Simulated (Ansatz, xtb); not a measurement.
# Two isomers of ClH4OSiSn

We compare a, `O[Si@@H](Cl)[SnH2]`, a doublet, with b, `O[SiH2][SnH][Cl]`, a doublet. Both are isolated molecules in the gas phase, relaxed with PBE0-D3(BJ)/def2-SVP; the shapes shown needn't be the lowest conformers.

a (Å):

```xyz
8

Cl    0.2497    1.0498   -1.5800
O     2.3607    0.5419    0.5974
Si    1.3030    1.7156    0.0918
Sn   -0.2736    2.1201    2.0741
H     2.0216    2.9432   -0.3621
H     3.0190    0.2387   -0.0371
H    -1.3749    3.4029    1.7340
H    -1.1928    0.7050    2.4196
```

b (Å):

```xyz
8

Cl   -1.7785    0.4462   -0.0721
O    -0.4251    3.2110   -1.1086
Si    0.9193    2.8275   -0.2216
Sn    0.6227    0.2494    0.1547
H    -1.1871    2.6339   -0.9366
H     2.1409    3.1548   -1.0043
H     0.9837    3.5009    1.1138
H     0.7734   -0.3838    1.7669
```

Quicker runs give these differences E(b) − E(a): GFN2-xTB −15.25 kcal/mol; HF/STO-3G +4.19 kcal/mol (at GFN2-xTB geometries); r2SCAN-D4/def2-SVP −1.74 kcal/mol (at GFN2-xTB geometries).

Task: Estimate E(b) − E(a) at the level CCSD(T)/def2-SVP + ΔMP2/def2-TZVPP.

Result: Not settled: CCSD(T)/def2-SVP + ΔMP2/def2-TZVPP gives E(b) − E(a) = +1.10 kcal/mol, but this leans on the basis-set step: CCSD(T) alone gives +0.17 kcal/mol.

The same difference at several levels:

```csv
level,geometry,E(b) − E(a) (kcal/mol),departure from the last row (kcal/mol),"job, with rough time for the two"
GFN2-xTB,GFN2-xTB,−15.25,−16.35,"optimisation, 0.39 s"
HF/STO-3G,GFN2-xTB,+4.19,+3.09,"single point, 1.7 s"
r2SCAN-D4/def2-SVP,GFN2-xTB,−1.74,−2.83,"single point, 5 s"
PBE0-D3(BJ)/def2-SVP,PBE0-D3(BJ)/def2-SVP,−1.73,−2.83,"optimisation, 1.9 min"
HF/def2-SVP,PBE0-D3(BJ)/def2-SVP,+0.04,−1.06,part of the CCSD(T) run
MP2/def2-SVP,PBE0-D3(BJ)/def2-SVP,+0.89,−0.21,part of the CCSD(T) run
CCSD(T)/def2-SVP,PBE0-D3(BJ)/def2-SVP,+0.17,−0.93,single point
CCSD(T)/def2-SVP + ΔMP2/def2-TZVPP,PBE0-D3(BJ)/def2-SVP,+1.10,,"single point, 49 s"
```

As drawn, b has 1 Cl–Sn, 1 Si–H in place of 1 Cl–Si, 1 Sn–H.

GFN2-xTB, r2SCAN-D4/def2-SVP, PBE0-D3(BJ)/def2-SVP put the two in the other order. HF/def2-SVP, CCSD(T)/def2-SVP find them nearly level. The largest departure from CCSD(T)/def2-SVP + ΔMP2/def2-TZVPP is that of GFN2-xTB, 16.35 kcal/mol. The last row adds to CCSD(T) the change of the MP2 difference between the two basis sets, here +0.93 kcal/mol.

With harmonic frequencies from PBE0-D3(BJ)/def2-SVP (ideal gas, rigid rotor, one conformer each, 298.15 K, 1 atm): on the last row, ΔE + ΔZPE = +2.21 kcal/mol. A mode under 50 cm⁻¹ makes harmonic enthalpies and free energies unreliable, so none is given.

Open shells are spin-unrestricted. The correlated steps freeze 15 core orbitals; the filled d shell of Sn is correlated, in a basis made for valence electrons. Atoms past krypton carry core potentials in the def2 sets, other sets are all-electron and non-relativistic, and no spin–orbit term is included. Programs: Ansatz 0.2.0, xtb 6.7.1; the last row on 2 threads of Intel(R) Xeon(R) Platinum 8375C CPU @ 2.90GHz (Ice Lake) on a shared host.
